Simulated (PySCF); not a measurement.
How methods differ on the interval between two levels of Mn²⁺

Mn²⁺ [Ar] 3d5 [6S5/2, M_J = 5/2] → Mn²⁺ [Ar] 3d4 4p1 [6F11/2, M_J = 11/2], as a difference of total energies. All numbers are calculated (PySCF 2.14, the two-component X2C-1e Hamiltonian, in x2c-TZVPall-2c with one added diffuse shell each of s, p, d type (7s8p5d1f, 63 functions)). Correlated levels: [Ne] frozen; the 6 highest virtual spinors dropped. "Screened" scales the spin-orbit matrix elements by Boettger's factors to mimic the two-electron term; Breit and QED terms are absent.

```
                    method  interval between two levels (cm⁻¹)
           GHF (spin-free)                              105180
          GMP2 (spin-free)                              110270
 GHF (screened spin-orbit)                              105870
GMP2 (screened spin-orbit)                              110990
```

The labels give the starting determinants; with spin-orbit coupling the two ends relaxed to ⟨J²⟩ = 8.75, ⟨L²⟩ = 0.00, ⟨S²⟩ = 8.75 and ⟨J²⟩ = 35.75, ⟨L²⟩ = 12.01, ⟨S²⟩ = 8.75.
